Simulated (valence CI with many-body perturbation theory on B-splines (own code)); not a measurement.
## Ga¹⁵⁺: one-electron terms

Method: valence CI with perturbative core correlation (CI+MBPT): six valence electrons over a frozen Dirac-Fock core [Ne], radial functions for each j: 9 s, 9 p, 8 d, 6 f, 3 g, 1 h, with the one-electron correlation potential Σ1 (screened to all orders), the two-electron term Σ2, the three-electron term Σ3, Breit, model QED; selected single and double excitations, second order for the rest, scaled by the run's own slope (own B-spline code, finite nucleus).

No measured spectrum was set against this ion. As an estimate, levels of excited configurations hold to 0.05 to 0.15 % of their energy, terms of the ground configuration to about 0.5 %. Among the levels kept, up to 1400 cm⁻¹ of a level comes from second order outside the variational space, and about a tenth of that is noise between levels of different J, which matters for small intervals.

These are the spectroscopic orbitals of the CI (the correlating ones are not listed), shaped by the core and the other valence electrons. h is the expectation value of the core's Dirac-Fock operator, without the valence repulsion; Σ1 is computed up to l = 3 at one energy for each symmetry, that of its lowest orbital but kept below the first core excitation, so for empty shells it is not the orbital's own correlation shift; Breit and QED include the response of the core.

```csv
Orbital,h (hartree),Σ1 (cm⁻¹),Breit (cm⁻¹),QED (cm⁻¹),⟨r⟩ (bohr)
3s1/2,-29.545,-5202,1683,1138,0.5678
4s1/2,-15.594,-1503,576,397,1.120
5s1/2,-9.5985,-640,258,180,1.869
6s1/2,-6.5036,-337,139,97.2,2.801
3p1/2,-27.847,-6088,2649,-84.1,0.5598
4p1/2,-14.881,-1776,924,-28.6,1.139
5p1/2,-9.2429,-775,427,-13.1,1.910
6p1/2,-6.3014,-414,234,-7.1,2.865
3p3/2,-27.61,-5908,1644,11.1,0.5655
4p3/2,-14.787,-1739,566,4.6,1.147
5p3/2,-9.1973,-762,266,2.2,1.920
6p3/2,-6.2758,-407,145,1.2,2.877
3d3/2,-25.328,-6851,985,-50.8,0.5171
4d3/2,-13.864,-1739,331,-16.6,1.146
5d3/2,-8.7514,-763,158,-7.9,1.951
3d5/2,-25.285,-6723,405,-26.8,0.5186
4d5/2,-13.846,-1706,135,-8.1,1.148
5d5/2,-8.7422,-748,65.0,-3.7,1.953
4f5/2,-13.334,-899,12.1,-2.6,1.058
5f5/2,-8.4882,-471,8.8,-1.5,1.890
4f7/2,-13.327,-893,0.3,0.3,1.059
5f7/2,-8.4848,-468,0.3,0.0,1.891
5g7/2,-8.3518,,0.1,-0.4,1.706
5g9/2,-8.3502,,0.0,0.3,1.706
```

Among the shells of the start configuration 3s2 3p4, Σ1 is largest in size for 3p1/2, where it is 0.10 % of h.

Lowest root of each symmetry, sizes in configuration state functions:

```
J  Parity  Roots  Reference  Variational  Second order  Change by selected CI (cm⁻¹)  Change by second order (cm⁻¹)
0    even      3         19        56210        647735                        -23019                            -41
1    even      2         32        54752       2225862                        -22916                           -208
2    even      3         47        53311       3098717                        -22972                           -271
0     odd      5         32        60021       1105708                        -18219                            -57
1     odd     10         84        59916       3838690                        -18042                           -404
2     odd     10        106        58656       5561873                        -17200                          -1031
3     odd      9         98        56428       6776161                        -21269                          -1169
4     odd      5         69        54861       6706619                        -21329                           -996
5     odd      1         38        60510       3564368                        -27329                           -626
```
